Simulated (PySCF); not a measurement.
**Telling isomers of C$_{5}$H$_{8}$N$_{2}$O$_{2}$ apart by NMR**

Calculated, not measured (PySCF 2.14.0 with density-fitted response routines): σ from GIAO-PBE0/pcSseg-1, coordinates at the GFN2-xTB level. One averaged value for each set of equivalent atoms, single conformer, relativity neglected, in vacuum.

References, each an isolated molecule treated in the same way: ¹H, ¹³C vs TMS. Where no couplings were computed, multiplicities follow the n + 1 count of equivalent neighbours, and m marks all less simple cases (inequivalent or close neighbours, rings, F or P nearby). Shifts are as computed. Against solution values, carbons near 30 ppm lie about +3 ppm off and those near 130 ppm about +5 ppm (rms about the fit 2.1 ppm; single classes can miss by 10 ppm). Of 1328 compounds with measured shifts, 309 miss one by over three times the rms of a fit or turn the order of signals round; such compounds aren't used in these exercises. Signals without a measured value on file couldn't be tested in this way; 1H shifts scatter by 0.2 ppm about their fit, and single ones miss by 0.5 ppm. OH and NH positions are gas-phase values without hydrogen bonding to other molecules.

(1) Tabulate the signals of `COc1cn[nH]c1OC`, `CC(C)Oc1ncno1` and their relative energies.

(2) What is the quickest way to tell COc1cn[nH]c1OC from CC(C)Oc1ncno1?

## Answers

(1) 
```json
{"SMILES": "COc1cn[nH]c1OC", "carbon types": "2×C 1×CH 2×CH3", "δC": "147.2, 133.5, 127.7, 59.2, 58.2", "δH": "8.64 (br s, 1H), 7.10 (s, 1H), 4.26 (s, 3H), 3.84 (s, 3H)", "E rel. (kcal/mol)": "14.9"}
{"SMILES": "CC(C)Oc1ncno1", "carbon types": "1×C 2×CH 2×CH3", "δC": "183.1, 162.1, 79.5, 23.1", "δH": "8.04 (s, 1H), 5.11 (sept, 1H), 1.54 (d, 6H)", "E rel. (kcal/mol)": "0.0"}
```

Energies are electronic energies at PBE0/pcSseg-1 on these geometries, without zero-point or thermal terms, each for the one conformer computed, which needn't be the lowest.

(2) Count the carbon signals: 5 against 4. The first has an aromatic carbon bearing oxygen (C) at 133.5 ppm, the second an sp3 CH bonded to O at 79.5 ppm. Their most deshielded carbons lie at 147.2 and 183.1 ppm. In the proton spectra the most deshielded non-exchanging signals are 7.10 (s, 1H) and 8.04 (s, 1H).
